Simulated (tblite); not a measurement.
`C=N[Si@@H](F)N([SiH3])[SiH2]C[SiH3]`. The geometry is computed with GFN2-xTB (gas phase).

```
atom  x, y, z in Å
C1    -2.5838   -2.0250    0.0338
N2    -1.6402   -1.4454   -0.5445
Si3   -1.5719    0.0627   -1.3788
F4    -3.0426    0.7133   -1.5686
N5    -0.6273    1.1850   -0.4735
Si6   -1.4329    2.3512    0.5445
Si7    1.1015    0.9072   -0.4803
C8     1.5254   -0.6886    0.4429
Si9    3.3582   -1.1607    0.4014
H10   -3.6103   -1.6506    0.0786
H11   -2.3976   -2.9760    0.5287
H12   -1.0752   -0.1902   -2.7136
H13   -2.2135    1.6546    1.5761
H14   -0.3806    3.1533    1.1637
H15   -2.3030    3.1787   -0.2898
H16    1.7048    2.0848    0.1468
H17    1.5015    0.8316   -1.8910
H18    0.9305   -1.4982    0.0195
H19    1.2063   -0.5935    1.4818
H20    4.1637   -0.1229    1.0495
H21    3.5601   -2.4263    1.1188
H22    3.8166   -1.3255   -0.9792
```

Which two atoms are farthest apart?

H15···H21, 8.23 Å; the next longest distance is 7.98 Å.

Work out the bond lengths Si3–H12, Si6–H15, Si7–C8, Si7–H16, Si7–H17, C8–Si9, Si9–H22 in pm.

For Si3–H12 the difference vector is (0.4967, -0.2529, -1.3348) Å, of length 1.4465 Å. Si3–H12 144.6; Si6–H15 146.2; Si7–C8 189.2; Si7–H16 146.4; Si7–H17 146.8; C8–Si9 189.3; Si9–H22 146.4 pm.

How far apart are these pairs, which share no bond: N2···Si9, Si7···H19, C8···H15, H13···H14, H14···H18, H17···H20, H18···H21?

N2···Si9 5.095 Å (5 bonds apart); Si7···H19 2.472 Å (2 bonds apart); C8···H15 5.491 Å (4 bonds apart); H13···H14 2.403 Å (2 bonds apart); H14···H18 4.966 Å (5 bonds apart); H17···H20 4.080 Å (4 bonds apart); H18···H21 2.997 Å (3 bonds apart).

What are the angles N2–C1–H11, F4–Si3–H12, F4–Si3–N5, Si6–N5–Si7, C8–Si7–H16, N5–Si7–H16, H20–Si9–H21?

From the scalar product of the two bond vectors; for N2–C1–H11 it is -0.6617 Å² over 1.2493 × 1.0881 Å², cos θ = -0.4868. N2–C1–H11 119.1°; F4–Si3–H12 105.9°; F4–Si3–N5 107.3°; Si6–N5–Si7 124.3°; C8–Si7–H16 112.2°; N5–Si7–H16 106.1°; H20–Si9–H21 108.6°.

How far are the heavy atoms from their best plane (unweighted least squares)?

0.595 Å rms; C1 0.73, N2 0.02, Si3 0.80, F4 0.66, N5 0.08, Si6 1.12, Si7 0.46, C8 0.30, Si9 0.14 Å (magnitudes).

Where is the centre of mass (commonest isotopes), and what is the radius of gyration?

Mass 196.014 u; centre at (-0.289, 0.193, -0.319) Å; Rg = √(Σ m r²/M) = 2.645 Å. As Ia + Ib + Ic = 2 Σ m r², the three principal moments sum to 2742.4 u·Å².

What is the repulsion energy of the bare nuclei, Σ ZA·ZB/RAB?

836.12 Eh over 231 pairs, with full nuclear charges and distances in bohr; the largest single term is 41.17 Eh (Si3 with F4).

Its lowest GFN2-xTB frequency is 10 cm⁻¹, too small to tell a flat minimum from a shallow saddle. One conformer, not necessarily the lowest. 3 starts were optimised and ended at 0.00, 0.76 and 2.33 kcal/mol (GFN2-xTB); the lowest of these is shown.

On an Arm Neoverse V1 with one thread, shared host, this took 2.2 s. These figures are those of the optimisation.
